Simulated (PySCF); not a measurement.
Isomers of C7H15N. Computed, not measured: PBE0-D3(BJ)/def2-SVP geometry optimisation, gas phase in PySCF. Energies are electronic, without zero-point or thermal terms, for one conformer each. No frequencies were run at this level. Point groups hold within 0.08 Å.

Problem. Order them by energy at this level, lowest first, and give relative energies in kJ/mol.
A. `[CH3:1][CH2:2][C@@H:3]1[CH2:4][CH2:5][CH2:6][NH:7][CH2:8]1` with C1–C2–C3–C4 -168°, C2–C3–C4–C5 -73°, C3–C4–C5–C6 -53°, C4–C5–C6–N7 52°, C5–C6–N7–C8 -53°
B. `[CH3:1][NH:2][CH:3]1[CH2:4][CH2:5][CH2:6][CH2:7][CH2:8]1` with C1–N2–C3–C4 -167°, N2–C3–C4–C5 -178°, C3–C4–C5–C6 55°, C4–C5–C6–C7 -55°, C5–C6–C7–C8 55°

Solution. B (0.0), A (5.7).

Neighbours under 10 kJ/mol apart (CNC1CCCCC1 and CC[C@@H]1CCCNC1) can change places with a better method, another conformer or zero-point energy.

| SMILES | E (Eh) | E rel (kJ/mol) | dipole (D) | point group | A, B, C (MHz) |
| --- | --- | --- | --- | --- | --- |
| CNC1CCCCC1 | -329.91827 | 0.0 | 0.81 | C1 | 3943, 1342, 1081 |
| CC[C@@H]1CCCNC1 | -329.91611 | 5.7 | 1.06 | C1 | 3303, 1510, 1275 |
